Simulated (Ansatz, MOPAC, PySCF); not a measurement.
Constitutional and geometric isomers with formula C3H7N. Isolated molecules, 0 K electronic values unless said otherwise. One relaxed conformer stands for each flexible species; it need not be the lowest. Strings in code marks are SMILES.

Quantity: electronic energy of isomers of C3H7N relative to `CC(C)=N`, in kJ/mol. The restricted reference of `C=NCC` is unstable towards unrestricted orbitals. Semi-empirical values (MOPAC) are differences of heats of formation.

Level 1: frozen-core CCSDT(Q)/6-31g // PBE0-D3(BJ)/def2-TZVP (Ansatz, a quantum-chemistry and plane-wave program)
Level 2: PBE0-D3(BJ)/def2-TZVP (PySCF)
Level 3: PBE/6-31G* // PBE0-D3(BJ)/def2-TZVP (PySCF)
Level 4: PM3 // PBE0-D3(BJ)/def2-TZVP (MOPAC)

```json
[
 {"species": "`C/C=C/N`", "level 2": "25.57", "level 3": "35.54", "level 4": "13.90"},
 {"species": "`C=NCC` (C–N–C–C torsion 121°)", "level 2": "55.5", "level 3": "43.4", "level 4": "39.05"},
 {"species": "`C=C(C)N`", "level 2": "12.64", "level 3": "27.81", "level 4": "16.22"}
]
```

Task: What does level 1 give for each?

Result: 
- `C/C=C/N`: 29.87
- `C=NCC` (C–N–C–C torsion 121°): 52.0
- `C=C(C)N`: 17.82
